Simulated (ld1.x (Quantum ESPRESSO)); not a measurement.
**carbon (C), TM: configuration errors across variants**

C, norm-conserving Troullier–Martins (Kleinman–Bylander form), made with ld1.x (Quantum ESPRESSO) 7.5 (PBE, scalar-relativistic). Core [He], reference 2s2 2p1 (charge +1). Waves: 2s (bound): rc 0.80 bohr; 3d channel at 0.3 Ry: rc 1.60 bohr; 2p (bound): rc 1.65 bohr. Local part: the p channel. Core correction: none.

All-electron excitation energies from the reference (eV): (1) 2s2 2p2 -10.862; (2) 2s2 2p0 24.156; (3) 2s1 2p0 72.350; (4) 2s1 2p2 8.754; (5) 2s2 2p2.3 -12.020; (6) 2s1 2p3 -2.384; (7) 2s0 2p4 6.114.

Errors AE − PS in meV (a dash: test not solved or not reliable):

```csv
change,(1),(2),(3),(4),(5),(6),(7),bound ghosts
base,+13,+95,+273,+33,+15,+75,+163,none
core correction a·sin(br)/r model core inside 0.34 bohr,+6.3,+60,+168,+11,+5.9,+31,+69,none
core correction a·sin(br)/r model core inside 0.42 bohr,+6.5,+61,+170,+11,+6.1,+32,+71,none
core correction a·sin(br)/r model core inside 0.56 bohr,+9.1,+74,+211,+15,+9.5,+42,+93,none
core correction a·sin(br)/r model core inside 0.66 bohr,+9.2,+82,+259,+16,+9.6,+43,+93,none
core correction a·sin(br)/r model core inside 0.70 bohr,+8.2,+77,+244,+16,+8.2,+40,+89,none
core correction a·sin(br)/r model core inside 0.78 bohr,+7.4,+73,+202,+14,+7.3,+40,+94,none
core correction a·sin(br)/r model core inside 0.88 bohr,+9.2,+79,+217,+19,+9.7,+52,+129,none
core correction a·sin(br)/r model core inside 0.94 bohr,+10,+83,+231,+23,+11,+59,+144,none
```

Give the same row for: core correction a·sin(br)/r model core inside 0.46 bohr.

+6.8, +62, +176, +12, +6.6, +34, +75; bound ghosts: none.
